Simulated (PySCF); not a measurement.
Correlation energy of P+ (phosphorus, charge +1)

[Ne] 3s1 3p3, high-spin 5S determinant (an excited configuration). Computed with PySCF 2.14 in aug-cc-pwCVQZ, with the non-relativistic Hamiltonian (point nucleus). Frozen: 1s2; 12 electrons correlated.

MP2 pair energies summed by pair of shells (mhartree):

```tsv
pair	energy	share (%)
2p-2p	-191.94	58.8
2s-2p	-62.35	19.1
2p-3p	-24.24	7.4
3p-3p	-20.60	6.3
2s-2s	-10.13	3.1
2p-3s	-7.75	2.4
2s-3p	-4.09	1.3
3s-3p	-4.01	1.2
2s-3s	-1.44	0.4
```

Total MP2 correlation energy: -326.55 mhartree.

Same-spin part -105.27 and opposite-spin part -221.28 mhartree; SCS-MP2 scales them by 1/3 and 6/5 to -300.63 mhartree.
